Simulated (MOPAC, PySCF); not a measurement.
C3H5N, SMILES `C(NC)#C`, neutral singlet in the gas phase. 

Cartesian coordinates (Å):
```xyz
9

C      2.1408     0.5439    -0.1224
C      1.1018    -0.0518    -0.2409
N     -0.0705    -0.6797    -0.4159
C     -1.3002     0.0518    -0.1145
H      3.0635     1.0586    -0.0305
H     -0.0751    -1.6444    -0.1183
H     -1.3179     0.9691    -0.7013
H     -1.3900     0.3138     0.9455
H     -2.1526    -0.5613    -0.4057
```
Charge 0, multiplicity 1.

All levels are single points at this geometry (B3LYP-D3(BJ)/def2-TZVP); Pople sets use spherical d functions. Orbital energies aren't observables, and empty levels follow the basis.

| level | HOMO (eV) | LUMO (eV) | gap (eV) | dipole (D) | vertical IE, Delta-SCF (eV) |
|---|---|---|---|---|---|
| PBE-D3(BJ)/def2-TZVP in PySCF | -5.01 | -0.06 | 4.95 | 1.91 | 8.36 |
| ωB97X-D3(BJ)/def2-TZVP in PySCF | -8.60 | 2.76 | 11.37 | 1.85 | 8.63 |
| B3LYP/3-21G in PySCF | -5.46 | 1.83 | 7.29 | 1.92 | – |
| B3LYP/6-31G* in PySCF | -5.56 | 1.59 | 7.15 | 1.77 | 8.22 |
| BP86/6-31G* in PySCF | -4.64 | 0.70 | 5.34 | 1.82 | – |
| PBE/6-31G* in PySCF | -4.54 | 0.77 | 5.31 | 1.82 | 8.09 |
| SVWN5/6-31G* in PySCF | -4.64 | 0.59 | 5.23 | 1.85 | 8.28 |
| HF/3-21G in PySCF | -8.78 | 6.17 | 14.95 | 1.87 | – |
| HF/6-31G* in PySCF | -8.82 | 5.73 | 14.55 | 1.72 | – |
| HF/STO-3G in PySCF | -6.97 | 10.81 | 17.78 | 1.41 | – |
| PM3 in MOPAC | -8.66 | 1.69 | 10.35 | 1.28 | – |
| PM6 in MOPAC | -8.73 | 1.58 | 10.30 | 2.19 | – |
| PM7 in MOPAC | -8.85 | 1.54 | 10.38 | 2.22 | – |
